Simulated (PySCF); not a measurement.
SMILES CC(C[SiH2][SeH])(C)C (C5H14SeSi) (GFN2-xTB optimised geometry):

```
21

C     -0.642    -2.092    -1.269
C     -0.142    -1.391     0.000
C     -0.654    -2.153     1.222
C      1.386    -1.391     0.000
C     -0.680     0.045     0.000
Si    -0.190     1.154     1.463
Se    -1.268     3.167     1.157
H     -1.729    -2.107    -1.298
H     -0.282    -1.580    -2.159
H     -0.287    -3.120    -1.302
H     -0.344    -3.195     1.175
H     -0.258    -1.723     2.139
H     -1.740    -2.122     1.267
H      1.764    -2.405    -0.114
H      1.772    -0.989     0.933
H      1.770    -0.790    -0.821
H     -0.356     0.535    -0.923
H     -1.772     0.007    -0.045
H     -0.688     0.721     2.765
H      1.241     1.454     1.520
H     -1.155     3.195    -0.271
```

Level of theory: PBE0/def2-SVP in PySCF 2.14.0.

Task: What are the frontier orbital energies and the dipole moment?

Result: HOMO-2 -8.80 eV, HOMO-1 -8.20 eV, HOMO -6.59 eV, LUMO 0.43 eV, LUMO+1 0.79 eV; dipole moment 2.38 D.

Meta-Löwdin charges at PBE0/def2-SVP: C1 -0.30, C2 0.08, C3 -0.30, C4 -0.30, C5 -0.40, Si6 0.53, Se7 -0.25, H8 0.09, H9 0.09, H10 0.10, H11 0.10, H12 0.09, H13 0.10, H14 0.10, H15 0.09, H16 0.10, H17 0.10, H18 0.11, H19 -0.09, H20 -0.10, H21 0.06.
